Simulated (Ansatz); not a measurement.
Computed with frozen-core CCSD(T)/cc-pVTZ // B3LYP-D3(BJ)/def2-TZVP (Ansatz, a first-principles code).

Ansatz 0.2 input:
```yaml
crystal:
  periodic: [false, false, false]
  atoms:
    - { symbol: O, position_ang: [-1.509681, -0.406478, 0.000115] }
    - { symbol: Ge, position_ang: [0.194281, -0.438553, 0.0] }
    - { symbol: O, position_ang: [1.3154, 0.845032, -0.000115] }
basis:
  gaussian: { orbitals: cc-pVTZ }
correlation:
  method: ccsd_t
total_charge: -1
magnetization:
  spin_polarized: true
  initial_magnetization: 1
```

Output:

```
Functional definition: HF
649 factors; integrals over basis functions are off by at most 7.2e-4 eV
mean field evaluation 1: about -60547.9096 eV, gradient 1.9e1 eV
mean field evaluation 2: about -60547.9178 eV, gradient 1.9e1 eV
mean field evaluation 4: about -60549.8398 eV, gradient 2.4e0 eV
mean field evaluation 8: about -60549.9180 eV, gradient 2.2e-1 eV
mean field evaluation 16: about -60548.8332 eV, gradient 1.7e1 eV
mean field evaluation 32: about -60548.5734 eV, gradient 8.0e0 eV
mean field evaluation 64: about -60548.4756 eV, gradient 3.6e-1 eV
mean field evaluation 96: about -60546.8546 eV, gradient 1.7e-3 eV
mean field evaluation 128: about -60548.4785 eV, gradient 2.0e-2 eV
mean field evaluation 160: about -60547.0072 eV, gradient 1.2e0 eV
mean field evaluation 192: about -60546.1286 eV, gradient 3.0e-3 eV
mean field evaluation 224: about -60548.4785 eV, gradient 7.0e-4 eV
mean field evaluation 256: about -60545.9414 eV, gradient 1.7e-3 eV
mean field -60549.91976379 eV, -2225.1685091094 hartree, gradient 2.1e-6 eV, S^2 0.799772; 8 other end points of the search recorded, 0 dependent functions left out
determinant -60549.91976379 eV, -2225.1685091094 hartree, with singles and doubles -60567.87821019 eV, -2225.8284698420 hartree
determinant -60549.08560189 eV, -2225.1378542251 hartree, with singles and doubles -60565.97311441 eV, -2225.7584588637 hartree
determinant -60548.47849238 eV, -2225.1155433622 hartree, with singles and doubles -60565.97220839 eV, -2225.7584255679 hartree
determinant -60547.12080915 eV, -2225.0656494239 hartree, with singles and doubles -60563.32967017 eV, -2225.6613140795 hartree
determinant -60546.85463122 eV, -2225.0558675652 hartree, with singles and doubles -60563.60335236 eV, -2225.6713717144 hartree
11 core orbitals not correlated
reference -60549.91976379 eV, -2225.1685091094 hartree; 14, 13 occupied and 78, 79 virtual orbitals, 649 factors
second order -18.28054491 eV of doubles, -0.00000000 eV of singles
cycle   1  -17.90762779 eV  change    -1.5e0 eV  update   2.5e-2
cycle   2  -17.95199265 eV  change   -4.4e-2 eV  update   5.7e-3
cycle   3  -17.95045261 eV  change    1.5e-3 eV  update   3.2e-3
cycle   4  -17.94960430 eV  change    8.5e-4 eV  update   1.3e-3
cycle   5  -17.95030163 eV  change   -7.0e-4 eV  update   6.9e-4
cycle   6  -17.95035588 eV  change   -5.4e-5 eV  update   2.9e-4
cycle   7  -17.95062125 eV  change   -2.7e-4 eV  update   1.3e-4
cycle   8  -17.95067924 eV  change   -5.8e-5 eV  update   8.0e-5
cycle   9  -17.95065644 eV  change    2.3e-5 eV  update   4.1e-5
cycle  10  -17.95062677 eV  change    3.0e-5 eV  update   2.4e-5
perturbative correction -0.98498136 eV, -0.0361973972 hartree
Total energy: -60568.85537192 eV, -2225.8643798732 hartree
```

Cost: around 25 core-seconds (rough).
